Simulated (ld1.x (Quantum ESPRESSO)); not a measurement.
## Before and after: TM potential for Ta

- Element: tantalum
- Generator: ld1.x (Quantum ESPRESSO) 7.5
- Type: norm-conserving Troullier–Martins (Kleinman–Bylander form)
- Functional: PBE
- Relativity: scalar-relativistic
- Frozen core: [Xe] 4f14
- Valence charge: 5
- Reference configuration: 5d4 6s1 6p0
- Partial waves: 6p (bound, empty): rc 4.20 bohr; 5d (bound): rc 1.95 bohr; 6s (bound): rc 2.80 bohr
- Local potential: the s channel
- Core correction: none

All-electron outer shells of the reference configuration (PBE, scalar-relativistic, ld1.x):

| shell | level (eV) | outermost node (bohr) | outermost maximum (bohr) |
| --- | --- | --- | --- |
| 5p | -37.84 | 0.58 | 1.13 |
| 4f | -23.01 | – | 0.44 |
| 6s | -4.96 | 1.33 | 2.81 |
| 5d | -2.64 | 0.65 | 1.60 |
| 6p | -1.21 | 1.61 | 4.09 |

Change: local potential the p channel.

Cutoffs: the cutoffs (Ry, on a coarse ladder) from which the occupation-weighted sum of valence levels, in a spherical-Bessel basis at the reference potential, stays within 10 and 1 mRy of its value at 400 Ry; they do not see the model core or the augmentation charge, which bear on the density cutoff. Errors are all-electron minus pseudo energies relative to the spin-unpolarised reference configuration.

How do hardness, ghosts and transferability respond?

The potential gets neither clearly harder nor softer (30 Ry and 35 Ry → 30 Ry and 35 Ry); of the 7 tests that both files solve, the error grows in 5 and shrinks in 1 by more than 15 % and 0.3 meV (median size 14.6 → 27.6 meV); neither file shows a bound ghost.

```csv
quantity,base,changed
"cutoff, loose",30 Ry,30 Ry
"cutoff, tight",35 Ry,35 Ry
bound ghosts,none,none
"error for 5d3 6s2 6p0, meV [ΔE -2.09 eV]",-4.8,-7.3
"error for 5d3 6s1 6p0, meV [ΔE 6.37 eV]",-15,-28
"error for 5d3 6s0 6p0, meV [ΔE 21.35 eV]",+40,-30
"error for 5d2 6s2 6p1, meV [ΔE 0.89 eV]",-51,-49
"error for 5d3 6s1.5 6p0, meV [ΔE 1.37 eV]",-11,-16
"error for 5d3 6s1 6p1, meV [ΔE 2.08 eV]",-23,-33
"error for 5d3.5 6s1.5 6p0, meV [ΔE -1.11 eV]",-0.4,-1.3
s: phases at 4.55 bohr within 0.05 rad from the reference energy up to (Ry; the scan ends near 5),0.7,0.5
p: phases at 4.55 bohr within 0.05 rad from the reference energy up to (Ry; the scan ends near 5),1.1,1.0
d: phases at 4.55 bohr within 0.05 rad from the reference energy up to (Ry; the scan ends near 5),0.5,0.3
```
